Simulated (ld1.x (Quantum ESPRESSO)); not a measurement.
**Be (Z = 4): one change to a TM potential, before and after**

beryllium (Be), norm-conserving Troullier–Martins (Kleinman–Bylander form), made with ld1.x (Quantum ESPRESSO) 7.5 (PBE, scalar-relativistic). Core [He], reference 2s1 2p1. Waves: 2s (bound): rc 1.75 bohr; 2p (bound): rc 4.20 bohr; 3d channel at 0.35 Ry: rc 4.05 bohr. Local part: the d channel. Core correction: Bessel-smoothed model core inside 0.80 bohr.

All-electron outer shells of the reference configuration (PBE, scalar-relativistic, ld1.x):

```json
{"shell": "1s", "level (eV)": "-107.63", "outermost node (bohr)": "–", "outermost maximum (bohr)": "0.27"}
{"shell": "2s", "level (eV)": "-6.16", "outermost node (bohr)": "0.59", "outermost maximum (bohr)": "2.02"}
{"shell": "2p", "level (eV)": "-2.53", "outermost node (bohr)": "–", "outermost maximum (bohr)": "2.23"}
```

Change: all radii but the core radius scaled by about 1.10 (s 1.92, p 4.62, d 4.46 bohr).

Cutoffs: the cutoffs (Ry, on a coarse ladder) from which the occupation-weighted sum of valence levels, in a spherical-Bessel basis at the reference potential, stays within 10 and 1 mRy of its value at 400 Ry; they do not see the model core or the augmentation charge, which bear on the density cutoff. Errors are all-electron minus pseudo energies relative to the spin-unpolarised reference configuration.

How do hardness, ghosts and transferability respond?

The potential gets neither clearly harder nor softer (8 Ry and 15 Ry → 8 Ry and 15 Ry); of the 5 tests that both files solve, the error grows in 5 and shrinks in 0 by more than 15 % and 0.3 meV (median size 27.4 → 35.4 meV); neither file shows a bound ghost. More of the atom is replaced by a form fitted at one configuration, so other configurations suffer.

| quantity | base | changed |
| --- | --- | --- |
| cutoff, loose | 8 Ry | 8 Ry |
| cutoff, tight | 15 Ry | 15 Ry |
| bound ghosts | none | none |
| error for 2s2 2p0, meV [ΔE -3.61 eV] | -25 | -33 |
| error for 2s1 2p0, meV [ΔE 5.94 eV] | +86 | +122 |
| error for 2s1.5 2p0, meV [ΔE 0.15 eV] | +20 | +32 |
| error for 2s0 2p2, meV [ΔE 3.64 eV] | -27 | -35 |
| error for 2s0 2p1, meV [ΔE 9.85 eV] | -79 | -104 |
